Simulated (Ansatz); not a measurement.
`[OH][Zr]([F])([F])[Br]` + CH₃OH → `C[O][Zr]([F])([F])[Br]` + H₂O at 298.15 K and 1 bar (ligand exchange at a Zr–O bond).

Calculated with Ansatz (gas phase, PBE0-D4/def2-TZVP geometries, no zero-point term in ΔE). CCSD(T)/CBS adds triple-zeta CCSD(T) − MP2 to the extrapolated MP2 energy (def2 sets, frozen cores). This one scheme is used for every species. def2 core potentials past Kr. For Br, Zr outer-core shells are correlated without core-valence functions, which leaves a few kJ/mol of doubt a bond. Scalar relativity is left out up to krypton. One conformer a species, not always the lowest.

| species | CCSD(T)/CBS energy (Eh) | H − E (kJ/mol) | S (J/(mol·K)) |
| --- | --- | --- | --- |
| `[OH][Zr]([F])([F])[Br]` | -2895.97895 | 68.6 | 380.8 |
| CH₃OH | -115.61712 | 146.3 | 238.2 |
| `C[O][Zr]([F])([F])[Br]` | -2935.22368 | 149.4 | 426.9 |
| H₂O | -76.37941 | 66.4 | 188.7 |

H − E and S are ideal-gas, rigid-rotor, harmonic terms from PBE0-D4/def2-TZVP, for one conformer and one mirror image of each species. 1 Eh = 2625.50 kJ/mol, R = 8.31446 J/(mol·K).

By hand: ΔE, ΔH, ΔS and ΔG.

ΔE = (-2935.22368) + (-76.37941) − (-2895.97895) − (-115.61712) = -0.00702 Eh = -18.4 kJ/mol. Δ(H − E) = 149.4 + 66.4 − 68.6 − 146.3 = 0.9, so ΔH = -17.5 kJ/mol. ΔS = 426.9 + 188.7 − 380.8 − 238.2 = -3.4 J/(mol·K). ΔG = -17.5 − 298.15 × (-3.4)/1000 = -16.5 kJ/mol.

By hand: the equilibrium constant, and the temperature at which ΔG would vanish if ΔH and ΔS stayed fixed.

log₁₀ K = −ΔG/(RT ln 10) = 2.9. ΔG = 0 at ΔH/ΔS = 5147 K, far beyond where these terms or the molecules hold.

The number of gas molecules stays the same, so ΔS is small and ΔH decides. A doubt of 5 kJ/mol in ΔE shifts log₁₀ K by 0.9 here. Other conformers and mirror images would add mixing entropy, several J/(mol·K) or more a flexible species. Modes under 60 cm⁻¹, often nearly free rotors, make the harmonic entropy too high. These are equilibria of isolated gas molecules and say nothing of rates. Largest T1 diagnostic: 0.015 (customary marks: 0.02 for closed shells, 0.045 for open ones).
